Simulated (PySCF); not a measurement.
## Ionisation energy of Cu²⁺ by level of theory

Cu²⁺ [Ar] 3d9 [3d3/2^4 3d5/2^5, M_J = 5/2] → Cu³⁺ [Ar] 3d8 [3d3/2^4 3d5/2^4, M_J = 4], as a difference of total energies. Calculation: PySCF 2.14, in x2c-TZVPPall-2c (6s7p4d2f1g, 70 functions); the two-component X2C-1e Hamiltonian. Correlated levels: [Ne] frozen; the 6 highest virtual spinors dropped. "Screened" scales the spin-orbit matrix elements by Boettger's factors to mimic the two-electron term; Breit and QED terms are absent.

| method | ionisation energy (eV) |
| --- | --- |
| GHF (spin-free) | 34.100 |
| GMP2 (spin-free) | 37.209 |
| GHF (screened spin-orbit) | 34.029 |
| GMP2 (screened spin-orbit) | 37.138 |

**Question.** How much does correlation contribute at GMP2 (screened spin-orbit)?

**Answer.** 37.138 − (34.029) = 3.109 eV, measured against GHF (screened spin-orbit).

Errors of the correlated levels include the incompleteness of this basis and the frozen core.

The labels give the starting determinants; with spin-orbit coupling the two ends relaxed to ⟨J²⟩ = 8.75, ⟨L²⟩ = 6.01, ⟨S²⟩ = 0.75 and ⟨J²⟩ = 20.00, ⟨L²⟩ = 12.01, ⟨S²⟩ = 2.00.

For comparison: 36.841 ± 0.012 eV (measured; NIST Atomic Spectra Database, ionization energies).
